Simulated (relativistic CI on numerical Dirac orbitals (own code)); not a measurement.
Radial Dirac CI calculation of Zr²⁹⁺.

Command:

```sh
python run_levels.py task.json out
```

Input:

```
atom Zr  Z=40  charge=29  electrons=11
nucleus A=90  rms_radius_fm=4.2694
hamiltonian dirac-coulomb  breit=on  qed=on  c_scale=1
orbitals kli  potential=per-configuration
slater_scale 1
correlation none
mixing on
grid step=0.0125 r_max=3.9
scf mixing=0.4 start=green max_iterations=150 tolerance=2e-08 node_fill=0.05
configurations
  [Ne] 3s
  [Ne] 3p
end
```

Output:

```
SCF 1: [Ne] 3s
 iter      energy (Ha)   residual   last orbital (Ha)
    1     -2960.676260   3.46e+00    -72.90048
    2     -2971.384253   2.03e+00    -66.44105
    3     -2976.895657   6.46e-02    -58.29020
    4     -2976.903779   2.83e-02    -58.22353
    5     -2976.905786   3.57e-04    -58.13517
    6     -2976.905780   6.71e-06    -58.13568
    7     -2976.905780   3.00e-06    -58.13563
    8     -2976.905780   2.50e-08    -58.13562
    9     -2976.905780   2.44e-09    -58.13562
SCF 2: [Ne] 3p
 iter      energy (Ha)   residual   last orbital (Ha)
    1     -2957.179128   3.49e+00    -71.19648
    2     -2968.279792   2.04e+00    -63.99622
    3     -2973.948303   6.65e-02    -55.08182
    4     -2973.959174   3.02e-02    -55.03379
    5     -2973.960938   2.74e-04    -54.93038
    6     -2973.960939   1.50e-05    -54.93076
    7     -2973.960939   3.72e-06    -54.93074
    8     -2973.960939   2.28e-08    -54.93073
    9     -2973.960939   4.87e-09    -54.93073
orbital energies (Ha): 1s -711.7170  2s -144.9027  2p1/2 -137.9260  2p3/2 -134.6468  3s -58.1356
configuration averages (Ha): Dirac-Coulomb, Breit, QED
  3s                           -2976.905780    1.793145    1.364067
  3p                           -2973.960939    1.799073    1.346616
levels: no., configuration, term, J, E (cm-1), weight
   1 3s                     2S   1/2              0.0  1.00
   2 3p                     2P*  1/2         529414.4  1.00
   3 3p                     2P*  3/2         700970.0  1.00
lowest total energy -2973.748567 Ha
end: converged
```
